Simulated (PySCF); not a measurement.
# Correlation energy of Ne²⁺ (neon, charge +2)

[He] 2s2 2p3 3s1, high-spin 5S determinant (an excited configuration). Computed with PySCF 2.14 in dyall-acv3z, with no relativity, point nucleus. Frozen: nothing; 8 electrons correlated; the 5 highest virtual orbitals of each spin left out.

```tsv
level	correlation energy (mhartree)
CCSD	-191.45
(T)	-1.81
CCSD(T)	-193.26
```

Diagnostics: T1 = 0.0047, D1 = 0.0174, largest double amplitude 0.039.

Problem. Is a single reference adequate?

Solution. Yes: T1 lies below 0.03 and no double amplitude reaches 0.07.
